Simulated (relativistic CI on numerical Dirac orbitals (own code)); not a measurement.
**Level scheme of Os XLII**

Method of calculation: Dirac-Coulomb-Breit CI, separate exchange-only KLI orbitals for each configuration, model QED (radiative potential, 1s self-energy scaled to tabulated hydrogen-like ionisation energies), unscaled Slater integrals (own radial code, finite nucleus).

Configurations in the expansion (outside the closed core [Ar] 3d10): 4s²4p⁵, 4s4p⁶, 4s²4p⁴4d, 4s4p⁵4d, 4s²4p⁴4f, 4s4p⁵4f, 4p⁶4d, 4s4p⁴4d², 4s²4p³4d4f, 4p⁶4f, 4p⁵4d4f, 4p⁵4d², 4p⁴4d³, 4p⁴4d²4f. Double excitations out of closed p, d and f shells are left out; levels of such configurations are missing from the list, as are those of other unlisted configurations, and high levels can miss mixing partners.

The lowest level is 4s²4p⁵ ²P°3/2, with 100 % of that term; Hund's rules for 4s²4p⁵ give ²P° with J = 3/2, in agreement.

```
No.  Configuration  Term     J   E (eV)    %  Next component (%)  Landé g
  1         4s²4p⁵   ²P°   3/2    0.000  100                        1.329
  2         4s²4p⁵   ²P°   1/2  107.281   99                        0.659
  3       4s²4p⁴4d    ⁴D   3/2  154.563   36               32 ²D    1.181
  4       4s²4p⁴4d    ⁴D   5/2  157.157   42               19 ²F    1.209
  5       4s²4p⁴4d    ⁴P   1/2  157.170   47               28 ²P    1.653
  6       4s²4p⁴4d    ²F   7/2  159.920   33               31 ⁴F    1.124
  7       4s²4p⁴4d    ²D   3/2  169.182   63               19 ⁴F    0.854
  8       4s²4p⁴4d    ²F   7/2  178.165   47               42 ⁴D    1.248
  9       4s²4p⁴4d    ²P   1/2  179.687   49               23 ²S    1.293
 10       4s²4p⁴4d    ⁴F   9/2  179.718   69               30 ²G    1.261
 11       4s²4p⁴4d    ²D   5/2  193.323   51               24 ⁴P    1.216
 12       4s²4p⁴4d    ²D   3/2  198.576   35               32 ²P    1.175
 13       4s²4p⁴4d    ²D   5/2  202.164   46               19 ²F    1.149
 14          4s4p⁶    ²S   1/2  218.414   74      16 4s²4p⁴4d ⁴P    1.994
 15       4s²4p⁴4d    ⁴D   1/2  256.280   79               16 ²P    0.197
 16       4s²4p⁴4d    ⁴D   3/2  261.364   34               29 ⁴F    0.967
 17       4s²4p⁴4d    ⁴F   5/2  265.918   45               38 ²F    0.989
 18       4s²4p⁴4d    ²G   7/2  267.200   59               25 ²F    1.004
 19       4s²4p⁴4d    ⁴D   7/2  282.412   42               39 ⁴F    1.297
 20       4s²4p⁴4d    ²P   3/2  285.363   54               38 ⁴P    1.452
 21       4s²4p⁴4d    ²D   5/2  286.555   60               15 ²F    1.177
 22       4s²4p⁴4d    ²S   1/2  286.594   42               25 ²P    1.817
 23       4s²4p⁴4d    ²P   3/2  287.344   50               29 ²D    1.073
 24       4s²4p⁴4d    ²F   5/2  288.430   47               23 ⁴P    1.141
 25       4s²4p⁴4d    ²G   9/2  289.346   69               30 ⁴F    1.175
 26       4s²4p⁴4d    ²D   5/2  291.688   53               23 ⁴P    1.209
 27       4s²4p⁴4d    ²F   7/2  296.050   76               12 ⁴F    1.145
 28       4s²4p⁴4d    ²D   3/2  312.438   66               14 ⁴F    0.837
 29       4s²4p⁴4d    ²P   1/2  319.428   72               24 ²S    1.019
 30       4s²4p⁴4f   ⁴F°   5/2  365.477   26              21 ²F°    1.049
 31       4s²4p⁴4f   ²D°   3/2  367.694   20              20 ⁴D°    0.959
 32       4s²4p⁴4f   ⁴F°   7/2  368.080   30      29 4s4p⁵4d ⁴F°    1.197
 33        4s4p⁵4d   ⁴P°   1/2  369.817   69              14 ⁴D°    1.882
 34       4s²4p⁴4f   ⁴D°   1/2  375.154   37      23 4s4p⁵4d ⁴P°    0.851
 35       4s²4p⁴4f   ⁴F°   9/2  377.290   38      23 4s4p⁵4d ⁴F°    1.252
 36        4s4p⁵4d   ⁴P°   3/2  377.751   52     19 4s²4p⁴4f ²D°    1.323
 37       4s²4p⁴4f   ²F°   5/2  378.950   34      24 4s4p⁵4d ⁴D°    1.110
 38       4s²4p⁴4f   ²G°   9/2  382.687   52              31 ²H°    1.060
 39       4s²4p⁴4f   ⁴G°  11/2  385.508   68              32 ²H°    1.211
 40       4s²4p⁴4f   ²P°   3/2  386.533   30              27 ²D°    1.175
 41       4s²4p⁴4f   ²G°   7/2  389.050   26      17 4s4p⁵4d ⁴F°    1.103
 42        4s4p⁵4d   ⁴D°   5/2  390.744   16     16 4s²4p⁴4f ⁴D°    1.166
 43       4s²4p⁴4d    ²D   3/2  391.124   57               21 ⁴F    0.821
 44       4s²4p⁴4f   ²F°   7/2  393.057   31              21 ⁴D°    1.190
 45       4s²4p⁴4f   ²F°   7/2  395.581   59      10 4s4p⁵4d ⁴D°    1.160
 46       4s²4p⁴4f   ²F°   5/2  396.758   37              37 ²D°    0.995
 47       4s²4p⁴4d    ²D   5/2  400.707   42               18 ²F    1.187
 48        4s4p⁵4d   ²P°   1/2  400.731   59              19 ⁴D°    0.427
 49        4s4p⁵4d   ⁴F°   9/2  401.311   73     13 4s²4p⁴4f ²G°    1.290
 50        4s4p⁵4d   ²F°   5/2  401.398   22              21 ⁴F°    1.103
 51        4s4p⁵4d   ²D°   3/2  402.338   30              20 ⁴F°    0.856
 52        4s4p⁵4d   ²D°   5/2  405.561   53              23 ²F°    1.134
 53        4s4p⁵4d   ⁴D°   7/2  409.355   42              32 ²F°    1.255
 54        4s4p⁵4d   ²D°   3/2  414.767   50              41 ²P°    1.046
 55        4s4p⁵4d   ²F°   7/2  420.012   64              18 ⁴F°    1.183
 56        4s4p⁵4d   ²D°   5/2  424.630   47              29 ²F°    1.124
 57        4s4p⁵4d   ²P°   1/2  429.172   56              35 ⁴D°    0.511
 58        4s4p⁵4d   ²P°   3/2  436.124   39              23 ⁴D°    1.188
 59       4s²4p⁴4f   ⁴F°   3/2  468.388   45      26 4s4p⁵4d ⁴F°    0.534
 60       4s²4p⁴4f   ⁴F°   5/2  477.744   29              14 ²F°    0.993
 61       4s²4p⁴4f   ²P°   1/2  482.934   54              28 ⁴D°    0.456
 62       4s²4p⁴4f   ²P°   3/2  485.407   40              29 ⁴D°    1.231
 63       4s²4p⁴4f   ⁴G°   7/2  487.935   56              26 ²F°    1.040
 64       4s²4p⁴4f   ²H°   9/2  489.068   54              34 ⁴G°    1.027
 65       4s²4p⁴4f   ²D°   5/2  489.374   42              30 ⁴D°    1.296
 66       4s²4p⁴4f   ⁴F°   9/2  489.863   42              32 ²G°    1.195
 67       4s²4p⁴4f   ²G°   7/2  491.834   39              22 ²F°    1.087
 68       4s²4p⁴4f   ²D°   5/2  494.332   42              36 ⁴G°    0.945
 69       4s²4p⁴4f   ²H°  11/2  494.375   68              32 ⁴G°    1.144
 70       4s²4p⁴4f   ²G°   7/2  495.790   57              24 ²F°    1.032
```

Energies count from the lowest computed level; ° marks odd parity.

The mean weight of the leading LS term, summed over parents, in these 70 levels is 50 %, and that of the leading jj configuration (from the same eigenvectors) 80 %, so jj coupling describes them better and the LS labels are nominal.

At this charge energies of transitions that change n are usually good to better than 1 %, and those within a shell (Δn = 0) to a few per cent.

LS names give the leading component of a level, which can be under half, so a name can repeat, a term be missing and a line seem to break the LS rules.
